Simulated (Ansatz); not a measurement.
Ansatz (an electronic-structure program) input (B97M-V/def2-TZVPD):

Ansatz 0.2 input:
```yaml
crystal:
  periodic: [false, false, false]
  atoms:
    - {symbol: C, position_ang: [3.87072876, -0.02446223, 0.08312294]}
    - {symbol: C, position_ang: [2.52959462, -0.74711732, 0.00327468]}
    - {symbol: C, position_ang: [1.34278829, 0.21330464, 0.04432153]}
    - {symbol: C, position_ang: [-0.00105713, -0.51093071, -0.03569648]}
    - {symbol: C, position_ang: [-1.18546267, 0.47479876, 0.00716997]}
    - {symbol: C, position_ang: [-2.46489336, -0.29352834, -0.07451483]}
    - {symbol: O, position_ang: [-3.71642627, 0.66375230, -0.03510585]}
    - {symbol: H, position_ang: [3.99518177, 0.66994342, -0.75043278]}
    - {symbol: H, position_ang: [3.95660724, 0.54705225, 1.00967513]}
    - {symbol: H, position_ang: [4.69900391, -0.73236334, 0.05184959]}
    - {symbol: H, position_ang: [2.48332935, -1.33724423, -0.91710636]}
    - {symbol: H, position_ang: [2.44504268, -1.45921833, 0.82986686]}
    - {symbol: H, position_ang: [1.42057101, 0.92521490, -0.78373116]}
    - {symbol: H, position_ang: [1.38222772, 0.80306039, 0.96582591]}
    - {symbol: H, position_ang: [-0.08606914, -1.21864780, 0.79375714]}
    - {symbol: H, position_ang: [-0.04767062, -1.09631737, -0.95831961]}
    - {symbol: H, position_ang: [-1.14265769, 1.04936788, 0.93681742]}
    - {symbol: H, position_ang: [-1.10391635, 1.17279046, -0.83090170]}
    - {symbol: H, position_ang: [-2.67273307, -0.94272216, 0.77135812]}
    - {symbol: H, position_ang: [-2.63367948, -0.81830479, -1.01060879]}
    - {symbol: H, position_ang: [-3.73965127, 1.28278965, -0.78865313]}
    - {symbol: H, position_ang: [-3.77436702, 1.17219184, 0.79538332]}
basis:
  gaussian:
    orbitals: def2-TZVPD
hamiltonian:
  xc: {name: B97M-V}
total_charge: 1
output: {forces: true}
```

Output:

```
Functional definition: B97M-V
integrals: 0.52 GiB planned
1993 factors; their error is unknown
0.64 GiB of the device are held for the grids
2.60 GiB of device memory are held for the factors and their scratch space
mean field: 4.05 GiB planned
mean field evaluation 1: about -8484.0226 eV, gradient 1.0e2 eV
mean field evaluation 2: about -8403.0733 eV, gradient 1.7e2 eV
mean field evaluation 4: about -8508.7824 eV, gradient 1.3e1 eV
mean field evaluation 8: about -8509.1359 eV, gradient 3.4e-1 eV
mean field evaluation 16: about -8509.0529 eV, gradient 2.0e-2 eV
mean field -8509.05285181 eV, -312.7019246609 hartree, gradient 7.3e-5 eV, S^2 0.000000; 0 other end points of the search recorded, 0 dependent functions left out
the calculation of the forces begins
reference -8509.05293933 eV, -312.7019278773 hartree; 29, 29 occupied and 368, 368 virtual orbitals, 1993 factors
Total energy: -8509.05293933 eV, -312.7019278773 hartree
Atom 0 at     3.870729    -0.024462     0.083123 Å, force    -0.147150    -0.064102    -0.007701 eV/Å
Atom 1 at     2.529595    -0.747117     0.003275 Å, force     0.008041     0.148276     0.010529 eV/Å
Atom 2 at     1.342788     0.213305     0.044322 Å, force     0.009540    -0.147801    -0.010110 eV/Å
Atom 3 at    -0.001057    -0.510931    -0.035696 Å, force     0.029507     0.137438     0.010243 eV/Å
Atom 4 at    -1.185463     0.474799     0.007170 Å, force    -0.004990    -0.165667    -0.011676 eV/Å
Atom 5 at    -2.464893    -0.293528    -0.074515 Å, force     0.196203     0.066238     0.008925 eV/Å
Atom 6 at    -3.716426     0.663752    -0.035106 Å, force    -0.029554     0.033535     0.001694 eV/Å
Atom 7 at     3.995182     0.669943    -0.750433 Å, force    -0.019404    -0.087547     0.110598 eV/Å
Atom 8 at     3.956607     0.547052     1.009675 Å, force    -0.014297    -0.071277    -0.122426 eV/Å
Atom 9 at     4.699004    -0.732363     0.051850 Å, force    -0.117992     0.107769     0.004939 eV/Å
Atom 10 at     2.483329    -1.337244    -0.917106 Å, force    -0.011001     0.054915     0.096220 eV/Å
Atom 11 at     2.445043    -1.459218     0.829867 Å, force    -0.006962     0.067780    -0.088047 eV/Å
Atom 12 at     1.420571     0.925215    -0.783731 Å, force    -0.012904    -0.055577     0.075897 eV/Å
Atom 13 at     1.382228     0.803060     0.965826 Å, force    -0.009414    -0.044457    -0.083371 eV/Å
Atom 14 at    -0.086069    -1.218648     0.793757 Å, force    -0.001216     0.059399    -0.078665 eV/Å
Atom 15 at    -0.047671    -1.096317    -0.958320 Å, force    -0.004825     0.047901     0.086024 eV/Å
Atom 16 at    -1.142658     1.049368     0.936817 Å, force    -0.009998    -0.051632    -0.098335 eV/Å
Atom 17 at    -1.103916     1.172790    -0.830902 Å, force    -0.014119    -0.064759     0.089680 eV/Å
Atom 18 at    -2.672733    -0.942722     0.771358 Å, force     0.017671     0.101913    -0.122709 eV/Å
Atom 19 at    -2.633679    -0.818305    -1.010609 Å, force     0.011994     0.083827     0.136327 eV/Å
Atom 20 at    -3.739651     1.282790    -0.788653 Å, force     0.060763    -0.092975     0.209226 eV/Å
Atom 21 at    -3.774367     1.172192     0.795383 Å, force     0.070110    -0.063197    -0.217262 eV/Å
Dipole moment:    -2.418676     0.553634    -0.014353 e Å
```

It need not be the lowest isomer of its formula.
